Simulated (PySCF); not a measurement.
Relaxation of quartet As₃

Computed with UPBE0/[As def2-TZVP], no relativity, density fitting, PySCF. A (50,194) grid was used.

A hand-made obtuse triangle start, of C2v symmetry, held to at least that symmetry:

Coordinates in bohr (charge 0 multiplicity 4):
```
As    0.0000   -1.8293    0.0000
As    3.5670    0.9146    0.0000
As   -3.5670    0.9146    0.0000
```

What forces act on the atoms at the start (eV/Å)?


| atom | Fx | Fy | Fz |
| --- | --- | --- | --- |
| As1 | 0.00 | 1.13 | 0.00 |
| As2 | -0.86 | -0.57 | 0.00 |
| As3 | 0.86 | -0.57 | 0.00 |

What does it relax to?

It ends at C2v with As–As 2.291 Å (×2); As–As–As 104.4° (after a last refinement on a finer grid). A frequency run shows a minimum. Other isomers or separated fragments may lie lower.

How much energy is released, and in how many steps?

9.7 kJ/mol in 5 steps.

At this level a doublet minimum of C2v symmetry lies 130 kJ/mol below this structure.

The relaxation took 38 s on 4 threads of a shared Arm Neoverse V2 host, with 144 basis functions and 6 gradients; the process peaked at 0.79 GiB. Launch command: `OMP_NUM_THREADS=4 python axn.py task.json out`.
